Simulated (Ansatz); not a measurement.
`[F][Nb](=[S])([Cl])[Cl]` at its PBE0-D4/def2-TZVP geometry, where that method's forces vanish. Charge 0, multiplicity 1. Nb takes the def2 core potential.

```xyz
5

F     0.4978    1.6540    0.8623
Nb    0.0233    0.0741    0.0379
S    -1.8200   -0.5696    0.8619
Cl   -0.2687    0.3780   -2.1872
Cl    1.5676   -1.5365    0.4251
```

(1) What forces (eV/Å) does B3LYP-D4/def2-TZVPP give on these atoms in Ansatz 0.2.0? (Best estimate.)

Answers

(1) The calculation gave: 
```
F1   0.111  0.357  0.183
Nb2  0.093 -0.008 -0.071
S3  -0.429 -0.143  0.196
Cl4 -0.041  0.057 -0.372
Cl5  0.266 -0.262  0.064
```

B3LYP here is the variant with VWN-RPA as its local correlation; programs differ in this.
